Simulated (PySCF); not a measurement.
The isolated species `C(C)[Si@H](P)CCl` is ionised with synchrotron light (hν = 2800.0 eV). Calculated photoelectron kinetic energies of its computed core levels, recoil neglected:

```csv
line,kinetic energy (eV)
1,2693.51
2,2692.89
3,2663.75
4,2662.86
5,2594.17
6,2592.51
7,2509.76
8,2509.28
9,2508.33
10,953.76
11,650.23
```

Method: PySCF 2.14.0, delta-SCF UKS SCAN, pcX-2 on the ionised atom, pcseg-1 elsewhere, spin-free X2C.

Q: Which element, shell and site does each line come from? Numbering: `[CH3:1][CH2:2][Si@H:3]([PH2:4])[CH2:5][Cl:6]`.

A: Against the vacuum level, binding energy = hν − kinetic energy.

```csv
line,binding energy (eV),level,atoms,environment
1,106.49,Si 2p3/2,Si3,SiH silicon
2,107.11,Si 2p1/2,Si3,SiH silicon
3,136.25,P 2p3/2,P4,three-coordinate phosphorus
4,137.14,P 2p1/2,P4,three-coordinate phosphorus
5,205.83,Cl 2p3/2,Cl6,alkyl chlorine
6,207.49,Cl 2p1/2,Cl6,alkyl chlorine
7,290.24,C 1s,C2,sp3 carbon bound to silicon
8,290.72,C 1s,C1,methyl carbon
9,291.67,C 1s,C5,sp3 C–Cl carbon
10,1846.24,Si 1s,Si3,SiH silicon
11,2149.77,P 1s,P4,three-coordinate phosphorus
```

Out of reach at this photon energy: Cl 1s (2828.4 eV).

Q: Where does line 6 move with hν = 800.0 eV?

A: To 800.0 − 207.49 = 592.51 eV; every photoline shifts by the change in photon energy, -2000.0 eV.

Lowest listed C 1s: C2, bonded to C, 2 H and Si. Highest, 1.43 eV above it: C5, bonded to Cl, 2 H and Si.

Q: Give the binding energy of C 1s of C1 in hartree and in kJ/mol.

A: 290.72 eV = 10.6838 Eh = 28050 kJ/mol.

Other core shells, valence and Auger electrons aren't listed. For 2p shells one spin-free hole was relaxed; a mean-field spin–orbit operator and the ground-state splitting of the three 2p orbitals were then diagonalised within the shell. The shell's mean is (2 × 2p3/2 + 2p1/2)/3, and the degeneracies 2j + 1 give areas of 2:1. 2p1/2 minus 2p3/2 (ligand field included): Si 0.62 eV, P 0.89 eV, Cl 1.65 eV. One conformer (not necessarily the lowest) at the PBE0-D3(BJ)/def2-SVP geometry, without solvent, vibrations or thermal averaging.

Time: 1.8 min. Hardware: an Arm Neoverse V2 with one thread (shared host).

Shape of the structure used: `[CH3:1][CH2:2][Si@H:3]([PH2:4])[CH2:5][Cl:6]`: C1–C2–Si3–P4 64°, C2–Si3–C5–Cl6 -53°, H–P4–Si3–C2 168°, H–P4–Si3–C2 74°.
